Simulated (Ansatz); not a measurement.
Basis-set extrapolation for C₂H₅AlO (`O/C=[CH]\[AlH2]`) (PBE0-D4/def2-TZVP geometry, frozen core, Ansatz). Multiplicity 1, RHF reference.

```csv
,def2-TZVPP,def2-QZVPP
HF,-395.464419,-395.478597
MP2 correlation,-0.642663,-0.688758
CCSD(T) correlation,-0.701975,not run
```

Energies in hartree. Use E(X) = E(∞) + A·exp(−7.88·√X) for Hartree–Fock and E(X) = E(∞) + B·X^(−2.97) for correlation, with X = 3 and 4, and add CCSD(T) minus MP2 of the smaller set to the MP2 limit.

Q: What is the CCSD(T) energy at the basis-set limit?

A: HF limit: -395.478597 + (-0.014178) × 0.13774 = -395.48055. MP2 limit: -0.688758 + (-0.046095) × 0.74074 = -0.72290. Higher-order term: -0.701975 − (-0.642663) = -0.05931. Total: -396.26276 hartree, 253.0 kJ/mol below CCSD(T)/def2-TZVPP.
